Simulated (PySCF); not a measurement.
MgF₂, SMILES [F][Mg][F].

Coordinates come from a ωB97X-D3(BJ)/def2-TZVP optimisation. The isomer is the one that the SMILES or the coordinates give; other isomers of the formula were not compared.

The numbers are results of PBE0/def2-TZVPD run with PySCF, not measurements.

Isolated molecule, no solvent.

```json
{
 "total_energy": "-399.69158 hartree",
 "point_group": "D∞h",
 "highest_occupied_level": "-10.28 eV",
 "lowest_empty_level": "-1.77 eV",
 "orbital_gap": "8.50 eV",
 "dipole_moment": "0.000 e·Å",
 "quadrupole, principal values (traceless, Buckingham form, about the centre of nuclear charge)": "-18.67, 9.34, 9.34 D·Å",
 "mean_static_polarisability": "18.0 bohr³ (2.67 Å³)",
 "polarisability_principal_values": "17.0, 17.0, 20.1 bohr³"
}
```
